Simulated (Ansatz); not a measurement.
Reaction: H3BO (borinic acid, SMILES BO) + H+ → H4BO+ (SMILES B[OH2+])
Each species at its own B3LYP-D3(BJ)/def2-TZVP minimum (Ansatz, a first-principles code).

Wanted: proton affinity (electronic), positive where energy is released, in kcal/mol. Radicals and triplets start from unrestricted determinants; spin-orbit coupling is neglected. CBS(X,Y): correlation extrapolated as X^-3, Hartree-Fock from the larger set (Q,5: extrapolated as (X+1)exp(-9√X)). A bracket is a step between two methods taken in the basis named. The functionals are non-relativistic, so their misses hold any scalar relativity. '+ core + X2C': CCSD(T) terms for core correlation (cc-pwCVTZ) and scalar relativity (cc-pVTZ-DK).

CCSD(T)/CBS(cc-pVQZ,cc-pV5Z) + [CCSDT(Q) - CCSD(T)]/cc-pVTZ + [CCSDTQ - CCSDT(Q)]/cc-pVDZ + core + X2C (Ansatz) gives 171.2 kcal/mol.

Task: What does PBE/def2-TZVPD (Ansatz) give here, and how do the other levels compare?

Result: PBE gives 168.4 kcal/mol, 2.8 kcal/mol below it. Differences of the others: r2SCAN/def2-TZVPD (Ansatz) -0.9; PBE0/def2-TZVPD (Ansatz) -0.1; CCSD(T)/CBS(cc-pVQZ,cc-pV5Z) + core + X2C (Ansatz) 0.0 kcal/mol. Nearer than PBE: r2SCAN/def2-TZVPD, PBE0/def2-TZVPD, CCSD(T)/CBS(cc-pVQZ,cc-pV5Z) + core + X2C.
